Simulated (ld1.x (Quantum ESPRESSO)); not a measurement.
# Before and after: TM semilocal potential for boron

* Element: boron (B)
* Generator: ld1.x (Quantum ESPRESSO) 7.5
* Type: norm-conserving Troullier–Martins (semilocal form)
* Functional: PBEsol
* Relativity: scalar-relativistic
* Frozen core: [He]
* Valence charge: 3
* Reference configuration: 2s1.5 2p0 (charge +1.5)
* Partial waves: 2s (bound): rc 1.15 bohr; 2p (bound, empty): rc 3.25 bohr
* Local potential: the p channel
* Core correction: Bessel-smoothed model core, default radius (core density twice the valence density)

Change: reference 2s1.5 2p1.5.

Cutoffs: the cutoffs (Ry, on a coarse ladder) from which the occupation-weighted sum of valence levels, in a spherical-Bessel basis at the reference potential, stays within 10 and 1 mRy of its value at 400 Ry; they do not see the model core or the augmentation charge, which bear on the density cutoff. Errors are all-electron minus pseudo energies relative to the spin-unpolarised reference configuration.

Task: What does the change do?

Result: The potential gets softer (21 Ry and 60 Ry → 18 Ry and 55 Ry); the range in which the s phases agree widens (upper end 2.8 → 3.8); the range in which the p phases agree widens (upper end -0.7 → 0.4); neither file shows a bound ghost. A semilocal file is local in each channel, so a ghost entry of none says nothing of the separable form that plane-wave codes build from it.

```csv
quantity,base,changed
"cutoff, loose",21 Ry,18 Ry
"cutoff, tight",60 Ry,55 Ry
bound ghosts,none,none
"largest error over its own tests, meV",+398,+469
s: phases at 3.57 bohr within 0.05 rad from the reference energy up to (Ry; the scan ends near 5),2.8,3.8
p: phases at 3.57 bohr within 0.05 rad from the reference energy up to (Ry; the scan ends near 5),-0.7,0.4
```
